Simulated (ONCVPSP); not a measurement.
# What the settings do to the ONCV potential of oxygen (O)

Base potential:

ONCVPSP 4.0.1 input, shortened (lines: element, Z, core and valence counts, functional; n l f; lmax; l rc ep ncon nbas qcut; lloc lpopt rc5 dvloc0; l nproj debl; icmod fcfact rcfact), PBEsol, scalar-relativistic:

```
  O 8.00    1    2  -116133      upf
    1    0    2.00
    2    0    2.00
    2    1    3.00
    1
    0    0.85    0.00    4    7    8.80
    1    1.70    0.00    4    9    9.60
    4    5    0.55    0.00
    0    2    1.50
    1    2    0.40
    2    0.70    0.80
```

In the p channel the program set the typed energies aside and used -0.895, 0.250 Ha.

Cutoffs, loose and tight: the cutoffs (Ha) at which the residual kinetic energy of the hardest occupied pseudo-wave falls to 1 and 0.1 mHa per electron. They do not see the model core or the augmentation charge, which bear on the density cutoff. Test errors are all-electron minus pseudo excitation energies from the reference, over the configurations 2s2 2p4; 2s2 2p2; 2s2 2p1; 2s2 2p3.5. A dash means not determined; rows that change the core or the reference have their own tests.

| change | outcome | cutoff, loose | cutoff, tight | bound ghosts | GHOST(+) flags above zero | largest test error (meV) |
| --- | --- | --- | --- | --- | --- | --- |
| base | generated, projector energies reset by the program | 40 Ha | 139 Ha | none | none | +718 |
| s: qcut 12.7; p: qcut 13.9 | generated, projector energies reset by the program | 49 Ha | 61 Ha | none | none | -8.3 |
| functional PBE | generated, projector energies reset by the program | 40 Ha | 139 Ha | none | none | +746 |
| local potential polynomial inside 0.80 bohr (lpopt 4, dvloc0 3 Ha) | generated, projector energies reset by the program | 40 Ha | 139 Ha | none | none | +716 |
